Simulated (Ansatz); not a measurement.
`N[SiH2]BF` + `N[SiH](Cl)Cl` → `N[SiH2][Si](N)(Cl)Cl` + `BF`  (formal exchange of groups at the Si–B bond)

Calculated with Ansatz (gas phase, PBE0-D4/def2-TZVP geometries, no zero-point term in ΔE). CCSD(T)/CBS adds triple-zeta CCSD(T) − MP2 to the extrapolated MP2 energy (def2 sets, frozen cores). This one scheme is used for every species. Functionals use def2-TZVPP. One conformer a species, not always the lowest.

Question: Is it downhill or uphill in electronic energy at CCSD(T)/CBS, and by how much? (Estimate.)

Answer: Ansatz gave: Downhill: ΔE = -0.31 eV.

Question: What do these levels give: ωB97M-V, PBE, r2SCAN, MP2/def2-TZVPP, SCS-MP2/def2-TZVPP, CCSD/def2-TZVPP? (Best estimate.)

Answer: The calculation gave: ωB97M-V -0.29, PBE -0.27, r2SCAN -0.28, MP2/def2-TZVPP -0.34, SCS-MP2/def2-TZVPP -0.30, CCSD/def2-TZVPP -0.27 eV.

Largest T1 diagnostic among the species: 0.013.

In def2-TZVPP, CCSD(T) changes the Hartree–Fock value by −0.09 eV (the triples alone add −0.02 eV) and MP2 by −0.13 eV. The D4 term adds −0.13 eV with B3LYP and −0.08 eV with PBE0; it sums over pairs of atoms, weighted by their polarisabilities, and B3LYP, whose exchange is more repulsive, gets the larger term.

B3LYP here is the variant with VWN-RPA as its local correlation; programs differ in this.
